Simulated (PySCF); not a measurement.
# Electron correlation in O³⁺ (oxygen, charge +3)

[He] 2s2 2p1, 2P determinant. All numbers are calculated (PySCF 2.14, scalar relativity by spin-free X2C-1e, in aug-cc-pCVTZ-DK with one added diffuse shell each of s, p, d, f type (8s7p5d3f, 75 functions)). Frozen: 1s2; 3 electrons correlated.

| level | correlation energy (mhartree) |
| --- | --- |
| CCSD | -92.82 |
| (T) | -0.99 |
| CCSD(T) | -93.81 |

Diagnostics: T1 = 0.0055, D1 = 0.0105, largest double amplitude 0.135.

Cost of the coupled-cluster step: about 15 core-seconds, for 3 correlated electrons.

Iterations:

```
CC2 = 0
CCSD nocc = (np.int64(2), np.int64(1)), nmo = (74, 74)
frozen orbitals [[0], [0]]
max_cycle = 100
direct = 0
conv_tol = 1e-08
conv_tol_normt = 1e-06
diis_space = 8
diis_start_cycle = 0
Init t2, MP2 energy = -0.0637811775956514
Init E_corr(UCCSD) = -0.0637811775957744
cycle = 1  E_corr(UCCSD) = -0.080186570626038  dE = -0.016405393  norm(t1,t2) = 0.0483764
cycle = 2  E_corr(UCCSD) = -0.0867910778253106  dE = -0.0066045072  norm(t1,t2) = 0.0236325
cycle = 3  E_corr(UCCSD) = -0.0928969077690283  dE = -0.00610582994  norm(t1,t2) = 0.0119273
cycle = 4  E_corr(UCCSD) = -0.0927963744138289  dE = 0.000100533355  norm(t1,t2) = 0.000620842
cycle = 5  E_corr(UCCSD) = -0.0928277221382789  dE = -3.13477244e-05  norm(t1,t2) = 7.25072e-05
cycle = 6  E_corr(UCCSD) = -0.092817584763  dE = 1.01373753e-05  norm(t1,t2) = 1.6532e-05
cycle = 7  E_corr(UCCSD) = -0.092819881646612  dE = -2.29688361e-06  norm(t1,t2) = 4.43844e-06
cycle = 8  E_corr(UCCSD) = -0.0928198598185001  dE = 2.1828112e-08  norm(t1,t2) = 2.28202e-07
cycle = 9  E_corr(UCCSD) = -0.0928198441303026  dE = 1.56881974e-08  norm(t1,t2) = 5.96245e-08
cycle = 10  E_corr(UCCSD) = -0.092819829923823  dE = 1.42064797e-08  norm(t1,t2) = 2.74446e-08
cycle = 11  E_corr(UCCSD) = -0.0928198321345614  dE = -2.21073838e-09  norm(t1,t2) = 1.28414e-08
UCCSD converged
E(UCCSD) = -71.24088951808992  E_corr = -0.09281983213456135
UCCSD(T) correction = -0.000992230165859503
```
